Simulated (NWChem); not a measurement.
Atomisation of boron monoxide dimer (B$_{2}$O$_{2}$)

SMILES: O=BB=O
```xyz
4

O      0.0000     0.0000    -2.0253
B      0.0000     0.0000    -0.8246
B      0.0000     0.0000     0.8246
O      0.0000     0.0000     2.0253
```
Charge 0, spin multiplicity 1.

The numbers come from NWChem runs, not from measurements. The geometry was optimised at B3LYP/def2-SVP, a minimum by its harmonic frequencies. It is one conformer; others weren't searched.

Basis set: def2-TZVP. The atomisation energy is electronic alone: no zero-point, thermal, spin-orbit or counterpoise terms. No value is extrapolated to the basis-set limit. Free atoms are single determinants with multiplicities O 3, B 2. Correlated methods freeze the same cores in atoms and molecule, 4 orbitals in all.

B3LYP has NWChem's definition, with VWN1-RPA local correlation. No SCF solution was tested for a lower state. Open-shell Hartree-Fock references start from PBE0 orbitals.

Problem. Order these methods by the atomisation energy they give, lowest first: B3LYP, MP2, HF, BHandHLYP.

Solution. HF (355.7 kcal/mol), BHandHLYP (474.4 kcal/mol), B3LYP (505.4 kcal/mol), MP2 (524.5 kcal/mol)
